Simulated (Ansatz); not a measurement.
`[GaH2][CH]1B[SiH2]1` + HBr → `BrC1B[SiH2]1` + `[GaH3]` at 500 K and 1 bar (substitution at a C–Ga bond).

Computed with Ansatz on PBE0-D4/def2-TZVP structures; ΔE is electronic, products minus reactants. CBS: MP2 limit from def2 TZ/QZ plus the TZ coupled-cluster correction, frozen cores. For Br, Ga outer-core shells are correlated without core-valence functions, which leaves a few kJ/mol of doubt a bond. Scalar relativity is left out up to krypton.

```json
{"species": "`[GaH2][CH]1B[SiH2]1`", "CCSD(T)/CBS energy (Eh)": "-2279.40664", "H − E (kJ/mol)": "198.4", "S (J/(mol·K))": "399.8"}
{"species": "HBr", "CCSD(T)/CBS energy (Eh)": "-2573.91920", "H − E (kJ/mol)": "30.5", "S (J/(mol·K))": "213.7"}
{"species": "`BrC1B[SiH2]1`", "CCSD(T)/CBS energy (Eh)": "-2927.57175", "H − E (kJ/mol)": "156.8", "S (J/(mol·K))": "376.7"}
{"species": "`[GaH3]`", "CCSD(T)/CBS energy (Eh)": "-1925.70545", "H − E (kJ/mol)": "69.3", "S (J/(mol·K))": "243.1"}
```

H − E and S are ideal-gas, rigid-rotor, harmonic terms from PBE0-D4/def2-TZVP, for one conformer and one mirror image of each species. 1 Eh = 2625.50 kJ/mol, R = 8.31446 J/(mol·K).

Task: By hand: ΔE, ΔH, ΔS and ΔG.

Result: ΔE = (-2927.57175) + (-1925.70545) − (-2279.40664) − (-2573.91920) = 0.04864 Eh = 127.7 kJ/mol. Δ(H − E) = 156.8 + 69.3 − 198.4 − 30.5 = -2.8, so ΔH = 124.9 kJ/mol. ΔS = 376.7 + 243.1 − 399.8 − 213.7 = 6.3 J/(mol·K). ΔG = 124.9 − 500 × (6.3)/1000 = 121.8 kJ/mol.

Task: By hand: the equilibrium constant, and the temperature at which ΔG would vanish if ΔH and ΔS stayed fixed.

Result: log₁₀ K = −ΔG/(RT ln 10) = -12.7. ΔG = 0 at ΔH/ΔS = 19825 K, far beyond where these terms or the molecules hold.

The number of gas molecules stays the same, so ΔS is small and ΔH decides. A doubt of 5 kJ/mol in ΔE shifts log₁₀ K by 0.5 here. Other conformers and mirror images would add mixing entropy, several J/(mol·K) or more a flexible species. These are equilibria of isolated gas molecules and say nothing of rates. Largest T1 diagnostic: 0.015 (customary marks: 0.02 for closed shells, 0.045 for open ones).
